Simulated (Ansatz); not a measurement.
One geometry of AlH5SSn (`[AlH2][S][SnH3]`), several functionals.

```yaml
crystal:
  periodic: [false, false, false]
  atoms:
    - {symbol: Al, position_ang: [-0.966736, 1.148595, -1.255983]}
    - {symbol: S, position_ang: [-1.236179, 0.537409, 0.809002]}
    - {symbol: Sn, position_ang: [0.700907, -0.882466, 1.031138]}
    - {symbol: H, position_ang: [0.287083, 0.591864, -2.051121]}
    - {symbol: H, position_ang: [-2.033969, 2.127120, -1.886750]}
    - {symbol: H, position_ang: [0.593256, -2.155023, -0.097513]}
    - {symbol: H, position_ang: [0.641617, -1.469310, 2.628939]}
    - {symbol: H, position_ang: [2.106319, 0.044711, 0.766287]}
basis:
  gaussian: {orbitals: def2-TZVPP}
hamiltonian: {xc: {name: CAM-B3LYP}, dispersion: d4}
output: {orbitals: {seedname: orbitals}}
```

```sh
$ ansatz run in.yaml --threads 2 --pin off --events-out ev --progress --plain --max-ram 4352MiB
```

Output, abridged:

```
Functional definition: CAM-B3LYP
1311 factors; their error is unknown
306 factors; integrals over basis functions are off by at most 1.3e-5 eV
mean field evaluation 1: about -23345.4780 eV, gradient 2.0e1 eV
mean field evaluation 2: about -23345.7544 eV, gradient 2.0e1 eV
mean field evaluation 4: about -23346.5839 eV, gradient 5.7e-1 eV
mean field evaluation 8: about -23346.6497 eV, gradient 2.4e-1 eV
mean field evaluation 16: about -23346.6497 eV, gradient 6.5e-5 eV
mean field -23346.64973513 eV, -857.9735528384 hartree, gradient 6.5e-5 eV, S^2 0.000000; 0 other end points of the search recorded, 0 dependent functions left out
reference -23346.64988477 eV, -857.9735583376 hartree; 28, 28 occupied and 176, 176 virtual orbitals, 1311 factors
Total energy: -23346.82567871 eV, -857.9800186458 hartree
```

Run time 4.8 s (2 threads of an Arm Neoverse V1 on a shared host); peak host memory 0.53 GiB.

The same input with `hamiltonian: {xc: {name: BLYP}, dispersion: d4}` (abridged; 2.8 s):

```
Functional definition: BLYP
mean field evaluation 16: about -23344.9239 eV, gradient 1.3e-5 eV
mean field -23344.92391930 eV, -857.9101302765 hartree, gradient 1.3e-5 eV, S^2 0.000000
Total energy: -23345.33329301 eV, -857.9251744829 hartree
```

With the line `hamiltonian: {xc: {name: wB97X-V}}` (abridged; 12 s):

```
Functional definition: wB97X-V
mean field evaluation 16: about -23343.6101 eV, gradient 2.0e-5 eV
mean field -23343.61011433 eV, -857.8618488344 hartree, gradient 2.0e-5 eV, S^2 0.000000
Total energy: -23343.61011171 eV, -857.8618487380 hartree
```

Changing it to `hamiltonian: {xc: {name: r2SCAN0}, dispersion: d4}` (abridged; 8 s):

```
Functional definition: r2SCAN0
mean field evaluation 16: about -23346.4645 eV, gradient 3.4e-5 eV
mean field -23346.46453668 eV, -857.9667469211 hartree, gradient 3.4e-5 eV, S^2 0.000000
Total energy: -23346.51893969 eV, -857.9687461947 hartree
```

The same input with `hamiltonian: {xc: {name: B3LYP}, dispersion: d4}` and forces (abridged; 6.5 s):

```
Functional definition: B3LYP
mean field evaluation 16: about -23350.0329 eV, gradient 3.0e-5 eV
mean field -23350.03292700 eV, -858.0978828465 hartree, gradient 3.0e-5 eV, S^2 0.000000
Total energy: -23350.35386638 eV, -858.1096771513 hartree
Atom 0 force    -0.011449     0.083277    -0.195099 eV/Å
Atom 1 force    -0.197183     0.121891     0.035937 eV/Å
Atom 2 force     0.164087    -0.138963     0.066188 eV/Å
Atom 3 force    -0.093433     0.047202     0.045028 eV/Å
Atom 4 force     0.072673    -0.062984     0.033306 eV/Å
Atom 5 force     0.004710    -0.047918    -0.034975 eV/Å
Atom 6 force     0.006673    -0.026253     0.056345 eV/Å
Atom 7 force     0.053922     0.023748    -0.006730 eV/Å
Dipole moment:     0.227924    -0.137160    -0.051615 e Å
```

With the line `hamiltonian: {xc: {name: BHLYP}, dispersion: d4}` (abridged; 4.3 s):

```
Functional definition: BHLYP
mean field evaluation 16: about -23344.8044 eV, gradient 7.8e-5 eV
mean field -23344.80439927 eV, -857.9057379966 hartree, gradient 7.8e-5 eV, S^2 0.000000
Total energy: -23345.10843898 eV, -857.9169112496 hartree
```

B3LYP takes the VWN-RPA correlation (the form of Gaussian; ORCA's B3LYP/G).
